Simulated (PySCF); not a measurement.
Structure problem from calculated spectra and properties.

Formula: C6H13NO.

| Item | Value |
| --- | --- |
| 13C NMR | chemical shifts (computed TMS as zero) by class: 149.7 (1 C), 99.4 (1 C), 76.6 (1 C), 56.0 (1 C), 41.9 (2 C) ppm [GIAO PBE0/pcSseg-1] |
| Dipole | 3.14 D [PBE0/pcSseg-1] |
| 1H NMR | chemical shifts (computed TMS as zero) by class: 6.01 (1 H), 4.22 (1 H), 4.02 (2 H), 3.28 (3 H), 2.65 (6 H) ppm [GIAO PBE0/pcSseg-1] |
| NMR, other nuclei | isotropic shieldings of nuclei other than C and H, by class: 192 (1 N), 303 (1 O) ppm [GIAO PBE0/pcSseg-1] |
| Rotational structure | rotational constants A, B, C: 4.451, 0.862, 0.844 GHz [GFN2-xTB] |

The electronic properties come from PySCF, for the isolated species, density fitting. Levels stand in brackets. Geometry: GFN2-xTB, one conformer, isolated molecule. NMR values are class means; diastereotopic atoms form classes of their own.

Q: What is the compound? Reason from the data.

A: Numbering: `[CH3:1][O:2][CH2:3]/[CH:4]=[CH:5]/[N:6]([CH3:7])[CH3:8]`. Its formula, C6H13NO, gives 1 degree of unsaturation: 0 rings and 1 π bond in the structure found. 6 carbons fall into 5 classes; from least to most shielded: vinylic carbon bearing nitrogen [C5] (149.7 ppm), alkene CH carbon [C4] (99.4 ppm), sp3 carbon bound to oxygen [C3] (76.6 ppm), methoxy carbon [C1] (56.0 ppm), N-methyl carbon [C7/C8] (41.9 ppm, 2 C, up to 7.4 ppm apart in this geometry). Hydrogen classes from least to most shielded: 1 H on a vinylic carbon bearing nitrogen, C5 (6.01 ppm), 1 H on an alkene CH carbon, C4 (4.22 ppm), 2 H on an sp3 carbon bound to oxygen, C3 (4.02 ppm, a mean of values up to 1.5 ppm apart in this geometry), 3 H on a methoxy carbon, C1 (3.28 ppm, a mean of values up to 1.1 ppm apart in this geometry), 6 H on 2 N-methyl carbons, C7/C8 (2.65 ppm, a mean of values up to 0.7 ppm apart in this geometry). The other shieldings belong to: 192 ppm, enamine nitrogen [N6]; 303 ppm, ether oxygen [O2]. The optimised geometry has point group C1 and is an asymmetric top. Structure: `COC/C=C/N(C)C`. Computed isomers that give other values at the same levels: `CC(=O)NC(C)(C)C` (13C chemical shifts (computed TMS as zero) by class: 169.9 (1 C), 52.0 (1 C), 29.1 (3 C), 25.7 (1 C) ppm); `CCN(CC)C(C)=O` (13C chemical shifts (computed TMS as zero) by class: 169.7 (1 C), 44.1 (1 C), 41.3 (1 C), 23.4 (1 C), 15.3 (1 C), 14.0 (1 C) ppm); `CN1CCC(O)CC1` (13C chemical shifts (computed TMS as zero) by class: 73.7 (1 C), 57.8 (2 C), 48.3 (1 C), 41.3 (2 C) ppm). The assignments are read from this structure; whether some other isomer fits the data as well wasn't checked.

Shape of the structure used: `[CH3:1][O:2][CH2:3]/[CH:4]=[CH:5]/[N:6]([CH3:7])[CH3:8]`: C1–O2–C3–C4 67°, O2–C3–C4–C5 -112°, C4–C5–N6–C7 7°.
